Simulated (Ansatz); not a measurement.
Relaxation of Cl3H3Si2 (8 atoms, charge 0, multiplicity 1), to a largest force component of 0.02 eV/Å in at most 40 steps.

Level of theory: Ansatz 0.2.0, RKS PBE0-D4/6-31G.

```xyz
8
Properties=species:S:1:pos:R:3
Si 0.000 0.000 0.000
Si 0.000 0.000 2.220
H -1.315 -0.407 2.707
H 1.010 -0.935 2.707
H 0.305 1.342 2.707
Cl 2.009 0.000 -0.709
Cl -1.003 1.738 -0.709
Cl -1.003 -1.738 -0.709
```

**Question.** Where does it end, and by what steps?

**Answer.** The run converged. The force dipped under the threshold on the way, but the program's further checks kept it going. Limits of this set-up: no polarisation functions. After 9 steps the energy has fallen by 0.220 eV; H5 moved furthest, 0.29 Å.

```
step  energy less start (eV)  largest force component (eV/Å)  accepted
   0                  0.0000                           1.319       yes
   1                 -0.2031                           0.330       yes
   2                 -0.2125                           0.025       yes
   3                 -0.2168                           0.023       yes
   4                 -0.2155                           0.216        no
   5                 -0.2170                           0.111       yes
   6                 -0.2200                           0.007       yes
   7                 -0.2203                           0.053       yes
   8                 -0.2203                           0.048       yes
   9                 -0.2205                           0.003       yes
```

```xyz
8
Properties=species:S:1:pos:R:3
Si 0.000 0.000 -0.014
Si 0.000 0.000 2.337
H -1.423 -0.149 2.775
H 0.841 -1.158 2.775
H 0.582 1.307 2.775
Cl 2.007 0.197 -0.811
Cl -1.173 1.639 -0.811
Cl -0.832 -1.836 -0.811
```

Time of the run: 50 s on 1 thread of Arm Neoverse V2, on a shared host, peak memory 0.18 GiB.
